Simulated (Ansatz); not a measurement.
Isolated molecules relaxed with PBE0-D4/def2-TZVP in Ansatz; ΔE leaves out vibrations. CCSD(T)/CBS is the MP2 limit (def2-TZVPP, def2-QZVPP) plus CCSD(T) − MP2 in def2-TZVPP, frozen cores. This one scheme is used for every species. Functionals use def2-TZVPP. def2 core potentials past Kr. For Ge, In outer-core shells are correlated without core-valence functions, which leaves a few kJ/mol of doubt a bond. Scalar relativity is left out up to krypton. Each species was taken in one conformer, which may not be the lowest.

Consider the cleavage of the In–Ge bond: `[F][InH][GeH3]` + H₂S → `[F][InH][SH]` + GeH₄.

```json
{"species": "`[F][InH][GeH3]`", "LDA (SPW92) energy (Eh)": "-2365.30736"}
{"species": "H₂S", "LDA (SPW92) energy (Eh)": "-398.00631"}
{"species": "`[F][InH][SH]`", "LDA (SPW92) energy (Eh)": "-687.15021"}
{"species": "GeH₄", "LDA (SPW92) energy (Eh)": "-2076.17658"}
```

Task: Work out ΔE.

Result: ΔE = (-687.15021) + (-2076.17658) − (-2365.30736) − (-398.00631) = -0.01312 Eh = -34.4 kJ/mol. CCSD(T)/CBS gives -37.1 kJ/mol.

Largest T1 diagnostic among the species: 0.016.

From BLYP to BHLYP (50 % exact exchange), in def2-TZVPP and without D4, ΔE moves by −5.9 kJ/mol. In def2-TZVPP, CCSD(T) changes the Hartree–Fock value by +7.5 kJ/mol (the triples alone add −1.4 kJ/mol) and MP2 by +5.1 kJ/mol. At CCSD(T), def2-SVP lies −3.6 kJ/mol from the extrapolated value and def2-TZVPP −1.7 kJ/mol.
